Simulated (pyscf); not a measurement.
**`[F][SiH2][SiH]([F])[F]`, singlet**

Gas-phase minimum from PySCF at ωB97X-D3(BJ)/def2-SVP, one conformer. F–SiH₂–SiH(F)–F lies 11.5 kcal/mol over its isomer F–Si(F)(F)–SiH₃, and others may lie lower still (electronic energy, ωB97M-D3(BJ)). 

```xyz
8

F     -0.1473    -1.7409    -1.3372
Si     0.5123    -0.6600    -0.3060
Si    -0.4917     1.3995    -0.7303
F      0.2772     2.4990     0.1838
F     -2.0310     1.3397    -0.2252
H      1.9780    -0.6017    -0.5539
H      0.2448    -1.0942     1.0906
H     -0.4861     1.8756    -2.1337
```
Charge 0, spin multiplicity 1.

Bonds (Å): F1–Si2 1.633, Si2–Si3 2.330, Si2–H6 1.488, Si2–H7 1.487, Si3–F4 1.623, Si3–F5 1.621, Si3–H8 1.482. Angles (°): F1–Si2–Si3 107.2, F1–Si2–H6 108.6, F1–Si2–H7 109.1, Si3–Si2–H6 111.1, Si3–Si2–H7 110.6, H6–Si2–H7 110.2, Si2–Si3–F4 107.0, Si2–Si3–F5 108.6, Si2–Si3–H8 117.0, F4–Si3–F5 107.4, F4–Si3–H8 108.3, F5–Si3–H8 108.1.

Properties at ωB97X-D3(BJ)/def2-SVP:

```json
{
 "harmonic_wavenumbers_unscaled": "46, 97, 182, 214, 317, 461, 539, 741, 810, 837, 852, 867, 949, 959, 966, 2275, 2284, 2306 cm⁻¹",
 "zero_point_energy": "22.4 kcal/mol",
 "rotational_symmetry_number": "1",
 "Entropy of this conformer at 298 K and 1 atm, rigid rotor and harmonic oscillator, modes under 100 cm⁻¹ raised to 100": "347.1 J/(mol K)",
 "dipole_moment": "1.28 D"
}
```

Single-point totals, which compare only within one level (frozen core for MP2 and CC):

```
level                   total energy (hartree)
----------------------  ----------------------
ωB97X-D3(BJ)/def2-TZVP              -880.72408
PBE/def2-TZVP                       -880.06865
r²SCAN/def2-TZVP                    -880.48345
B3LYP-D3(BJ)/def2-TZVP              -880.71383
PBE0-D3(BJ)/def2-TZVP               -880.12969
M06-2X/def2-TZVP                    -880.51502
ωB97M-D3(BJ)/def2-TZVP              -880.78971
HF/def2-TZVPP                       -878.28108
MP2/def2-TZVPP                      -879.26599
CCSD/def2-TZVPP                     -879.29310
CCSD(T)/def2-TZVPP                  -879.32266
```

The lowest mode is so soft that the shape along it may change with the basis. Soft torsions are taken as harmonic, which can shift the entropy by several J/(mol K). The CCSD(T) − MP2 part came from Ansatz, without density fitting, on the same reference.
